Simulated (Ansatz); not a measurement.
```yaml
crystal:
  periodic: [false, false, false]
  atoms:
    - {symbol: Si, position_ang: [-1.360886, -0.211348, 0.501432]}
    - {symbol: N, position_ang: [0.182392, 0.258279, -0.300601]}
    - {symbol: Si, position_ang: [1.580308, -0.448831, 0.383667]}
    - {symbol: Si, position_ang: [0.455848, 1.132457, -1.716423]}
    - {symbol: Cl, position_ang: [-1.786393, 1.395132, -2.375280]}
    - {symbol: H, position_ang: [-1.129633, -1.192253, 1.550718]}
    - {symbol: H, position_ang: [-2.202344, 1.030644, 1.006721]}
    - {symbol: H, position_ang: [-2.315939, -1.065001, -0.435211]}
    - {symbol: H, position_ang: [1.790898, 0.384326, 1.812366]}
    - {symbol: H, position_ang: [2.795028, 0.125496, -0.478540]}
    - {symbol: H, position_ang: [1.592078, -1.859541, 0.296422]}
basis:
  gaussian: {orbitals: def2-TZVP}
hamiltonian: {xc: {name: BHLYP}}
scf: {lower_state_search: light}
relax: {f_tol: 0.0001, max_steps: 1}
output: {forces: true}
```

```sh
$ ansatz run in.yaml --threads 4 --pin off --events-out ev --progress --plain --max-ram 10444MiB
```

It prints (some lines left out):

```
Functional definition: BHLYP
1556 factors; their error is unknown
mean field evaluation 1: about -37739.2676 eV, gradient 5.4e1 eV
mean field evaluation 2: about -37733.5297 eV, gradient 7.2e1 eV
mean field evaluation 4: about -37745.0026 eV, gradient 3.4e0 eV
mean field evaluation 8: about -37745.0292 eV, gradient 3.5e-2 eV
mean field evaluation 16: about -37745.3291 eV, gradient 5.2e-5 eV
mean field -37745.32913854 eV, -1387.1152611384 hartree, gradient 5.2e-5 eV, S^2 0.000000; 0 other end points of the search recorded, 0 dependent functions left out
reference -37745.32935499 eV, -1387.1152690927 hartree; 36, 36 occupied and 179, 179 virtual orbitals, 1556 factors
relax step   1: F+E_penalty+E_count = -37745.32913854 eV  Δ(F+E_penalty+E_count) = +0.000e0 eV  max|allowed force component| = 3.637e0 eV/Å  Δτ_max = 0.0000 Å  (28 SCF iters, accepted)
Error: geometry relaxation did not converge after 1 steps: max|allowed force component| = 3.64e0 eV/Å (threshold 1.0e-4). Raise `relax.max_steps` over both its present limit and 1, loosen `relax.f_tol`, or start from a geometry closer to equilibrium. Where this run's directory can be resumed (`checkpoint.write`), a resume goes on for up to `relax.max_steps` more
```

Task: Something in this input is off. What?

Result: The relaxation is allowed too few steps for its threshold. The calculation stopped without meeting its thresholds.
